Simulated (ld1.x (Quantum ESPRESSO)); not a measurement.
## An all-electron radial function and its pseudo partner (carbon (C))

Columns: radius, all-electron u(r) and pseudo u(r) of the 2s shell (level -13.63 eV) of carbon in the configuration [He] 2s2 2p2; LDA (PZ), non-relativistic, RRKJ scheme, ld1.x (Quantum ESPRESSO) 7.5.

```tsv
r (bohr)	all-electron	pseudo
0.110	0.3414	-0.0240
0.220	0.2904	-0.0720
0.330	0.0989	-0.1566
0.440	-0.1224	-0.2734
0.550	-0.3262	-0.4055
0.660	-0.4945	-0.5325
0.770	-0.6233	-0.6393
0.880	-0.7147	-0.7196
0.990	-0.7733	-0.7739
1.100	-0.8050	-0.8050
1.210	-0.8150	-0.8150
1.320	-0.8085	-0.8085
1.430	-0.7894	-0.7894
1.540	-0.7614	-0.7614
1.650	-0.7272	-0.7272
1.760	-0.6891	-0.6891
1.870	-0.6487	-0.6487
1.980	-0.6073	-0.6073
2.090	-0.5660	-0.5660
2.200	-0.5255	-0.5255
2.310	-0.4862	-0.4862
2.420	-0.4485	-0.4485
2.530	-0.4127	-0.4127
2.640	-0.3789	-0.3789
2.750	-0.3473	-0.3473
2.860	-0.3177	-0.3177
```

**Question.** How many radial nodes do the two functions have?

**Answer.** The all-electron 2s function has n − l − 1 = 1; the pseudo-wave has 0, since the states of the same l below it are removed with the core.

**Question.** At about which radius was the pseudo-wave matched?

**Answer.** 1.10 bohr, where the columns begin to agree (steps of 0.11 bohr).

**Question.** Where does each function peak?

**Answer.** Outermost all-electron maximum near 1.21 bohr, pseudo maximum near 1.21 bohr (to the table’s step).

**Question.** Is the pseudo-wave norm-conserving?

**Answer.** Yes: the RRKJ scheme keeps the norm inside the radius equal to the all-electron one, which fixes the energy derivative of the logarithmic derivative at the level.
